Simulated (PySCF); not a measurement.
C₆H₄F₄Si, SMILES Fc1ccccc1[Si](F)(F)F, singlet (GFN2-xTB optimised geometry):

```
15

F     -1.687    -1.597     0.001
C     -1.045    -0.413     0.000
C     -1.796     0.746     0.000
C     -1.139     1.964     0.000
C      0.246     2.005     0.000
C      0.979     0.833     0.000
C      0.347    -0.413     0.000
Si     1.311    -2.010     0.000
F      2.873    -1.723    -0.029
F      1.090    -2.927     1.273
F      1.048    -2.956    -1.243
H     -2.873     0.683    -0.001
H     -1.710     2.880    -0.001
H      0.757     2.956     0.000
H      2.057     0.872     0.000
```

Computed with PBE/def2-TZVP (PySCF).

**Question.** What are the frontier orbital energies and the dipole moment?

**Answer.** HOMO-2 -8.55 eV, HOMO-1 -7.30 eV, HOMO -6.76 eV, LUMO -2.33 eV, LUMO+1 -1.71 eV; dipole moment 4.09 D.

On the same geometry PBE0/def2-TZVP in PySCF 2.14.0 gives HOMO-2 -10.12 eV, HOMO-1 -8.37 eV, HOMO -7.84 eV, LUMO -1.51 eV, LUMO+1 -0.82 eV; dipole moment 4.34 D.

Meta-Löwdin charges at PBE/def2-TZVP: F1 -0.24, C2 0.30, C3 -0.15, C4 -0.09, C5 -0.13, C6 -0.09, C7 -0.32, Si8 1.58, F9 -0.47, F10 -0.46, F11 -0.46, H12 0.14, H13 0.13, H14 0.13, H15 0.14.
